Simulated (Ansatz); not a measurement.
`[O]=[Mo]([OH])([OH])([F])[Cl]`, charge 0, multiplicity 1.

(1) Give a relaxed structure at PBE0-D4/def2-TZVP (Ansatz 0.2.0). (Best estimate.)

Answers

(1) The calculation gave: 
Z-matrix (Å, degrees):
```
Mo
O 1 1.897
O 1 1.848 2 84.0
Cl 1 2.277 2 136.0 3 -88.6
O 1 1.650 2 113.5 3 99.0
F 1 1.872 2 81.0 3 -163.8
H 2 0.964 1 113.6 3 171.5
H 3 0.963 1 126.1 2 -48.2
```
